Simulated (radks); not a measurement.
Values are calculated unless marked as measured or tabulated.
Q: Level of theory: scalar-relativistic Kohn-Sham, LDA (Slater exchange, VWN5 correlation), spin-polarised, spherical densities, finite nucleus; open shells are filled with parallel spins first; Fermi nuclear charge, rms radius of each element as measured or else 0.836 A^(1/3) + 0.57 fm (a radial shooting solver on a logarithmic mesh with Libxc functionals). Response by self-consistent Sternheimer equations with the Hartree and adiabatic LDA kernel, the relativistic mass of each level held fixed and spin-orbit coupling left out. Rank Si3+, S5+, Al2+, K8+, Mg+, P4+, Ar7+, Cl6+ (NIST ground configurations) by static dipole polarisability, largest first.

A: Mg+ 30.32, Al2+ 12.48, Si3+ 6.552, P4+ 3.922, S5+ 2.551, Cl6+ 1.759, Ar7+ 1.266, K8+ 0.9419 bohr^3.
